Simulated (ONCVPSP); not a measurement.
O: ONCV pseudisation with LDA (Perdew-Wang 92), non-relativistic reference atom.

- Element: oxygen
- Generator: ONCVPSP 4.0.1
- Type: optimised norm-conserving Vanderbilt (ONCV)
- Functional: LDA (Perdew-Wang 92)
- Relativity: non-relativistic
- Frozen core: [He]
- Valence charge: 6
- Reference configuration: 2s2 2p4
- Partial waves: 2s: rc 0.60 bohr, ncon 3, nbas 8, qcut 14 1/bohr, 2 projectors, debl 1.8 Ha; 2p: rc 1.60 bohr, ncon 4, nbas 7, qcut 10 1/bohr, 1 projector
- Local potential: polynomial inside 0.45 bohr (lpopt 1, dvloc0 0 Ha)
- Core correction: none

All-electron outer shells of the reference configuration (LDA (PZ), non-relativistic, ld1.x):

```json
{"shell": "1s", "level (eV)": "-510.46", "outermost node (bohr)": "–", "outermost maximum (bohr)": "0.13"}
{"shell": "2s", "level (eV)": "-23.71", "outermost node (bohr)": "0.28", "outermost maximum (bohr)": "0.88"}
{"shell": "2p", "level (eV)": "-9.21", "outermost node (bohr)": "–", "outermost maximum (bohr)": "0.82"}
```

**Question.** Estimate the cutoffs (Ha) at which the residual kinetic energy of the hardest occupied pseudo-wave falls to 1 and 0.1 mHa per electron.

**Answer.** 67 Ha and 168 Ha.

**Question.** Does the potential have ghost states?

**Answer.** Ghosts flagged at negative energy: s at -389.2 eV; no localised positive-energy state flagged. A true bound ghost makes a file unfit for plane-wave use.

**Question.** Which valence shell sets the plane-wave cutoff?

**Answer.** 2s: 67 Ha for 1 mHa per electron, against 30 Ha for 2p.

**Question.** Tests: 2s2 2p3; 2s2 2p2; 2s2 2p1; 2s2 2p0. Which has the largest error in its energy relative to the reference configuration, and how large is it?

**Answer.** 2s2 2p0, with +2482 meV (all-electron minus pseudo) on +181.25 eV.
